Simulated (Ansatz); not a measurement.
Gas-phase electronic energies from Ansatz, PBE0-D4/def2-TZVP geometries. CCSD(T)/CBS is the MP2 limit (def2-TZVPP, def2-QZVPP) plus CCSD(T) − MP2 in def2-TZVPP, frozen cores. DFT in def2-TZVPP. B3LYP here is the variant with VWN-RPA as its local correlation; programs differ in this. One conformer a species, not always the lowest.

Consider the formal exchange of groups at the Si–C bond: `CC([SiH3])CO` + `[CH3][AlH][S][SiH3]` → `[SiH3][AlH][S][SiH3]` + `CC(C)CO`.

```json
{"level": "PBE-D4", "ΔE (kcal/mol)": "2.4", "difference from CCSD(T)/CBS": "-2.2"}
{"level": "r2SCAN-D4", "ΔE (kcal/mol)": "4.5", "difference from CCSD(T)/CBS": "-0.1"}
{"level": "PBE0-D4", "ΔE (kcal/mol)": "2.7", "difference from CCSD(T)/CBS": "-1.9"}
{"level": "B3LYP-D4", "ΔE (kcal/mol)": "4.9", "difference from CCSD(T)/CBS": "0.3"}
{"level": "ωB97X-V", "ΔE (kcal/mol)": "4.3", "difference from CCSD(T)/CBS": "-0.3"}
{"level": "ωB97M-V", "ΔE (kcal/mol)": "6.5", "difference from CCSD(T)/CBS": "1.9"}
{"level": "B2PLYP", "ΔE (kcal/mol)": "5.3", "difference from CCSD(T)/CBS": "0.7"}
{"level": "PBE", "ΔE (kcal/mol)": "2.3", "difference from CCSD(T)/CBS": "-2.3"}
{"level": "r2SCAN", "ΔE (kcal/mol)": "4.5", "difference from CCSD(T)/CBS": "-0.1"}
{"level": "PBE0", "ΔE (kcal/mol)": "2.6", "difference from CCSD(T)/CBS": "-2.0"}
{"level": "B3LYP", "ΔE (kcal/mol)": "4.8", "difference from CCSD(T)/CBS": "0.2"}
{"level": "HF/def2-TZVPP", "ΔE (kcal/mol)": "4.5", "difference from CCSD(T)/CBS": "-0.1"}
{"level": "MP2/def2-TZVPP", "ΔE (kcal/mol)": "6.4", "difference from CCSD(T)/CBS": "1.8"}
{"level": "SCS-MP2/def2-TZVPP", "ΔE (kcal/mol)": "5.8", "difference from CCSD(T)/CBS": "1.2"}
{"level": "CCSD/def2-TZVPP", "ΔE (kcal/mol)": "4.0", "difference from CCSD(T)/CBS": "-0.6"}
{"level": "CCSD(T)/def2-TZVPP", "ΔE (kcal/mol)": "4.0", "difference from CCSD(T)/CBS": "-0.6"}
{"level": "HF/def2-QZVPP", "ΔE (kcal/mol)": "4.7", "difference from CCSD(T)/CBS": "0.1"}
{"level": "MP2/def2-QZVPP", "ΔE (kcal/mol)": "6.8", "difference from CCSD(T)/CBS": "2.2"}
{"level": "SCS-MP2/def2-QZVPP", "ΔE (kcal/mol)": "6.2", "difference from CCSD(T)/CBS": "1.6"}
{"level": "HF/CBS(def2)", "ΔE (kcal/mol)": "4.8", "difference from CCSD(T)/CBS": "0.2"}
{"level": "MP2/CBS(def2)", "ΔE (kcal/mol)": "7.0", "difference from CCSD(T)/CBS": "2.4"}
{"level": "CCSD/CBS(def2)", "ΔE (kcal/mol)": "4.7", "difference from CCSD(T)/CBS": "0.1"}
{"level": "CCSD(T)/CBS", "ΔE (kcal/mol)": "4.6", "difference from CCSD(T)/CBS": "0"}
```

Largest T1 diagnostic among the species: 0.013.
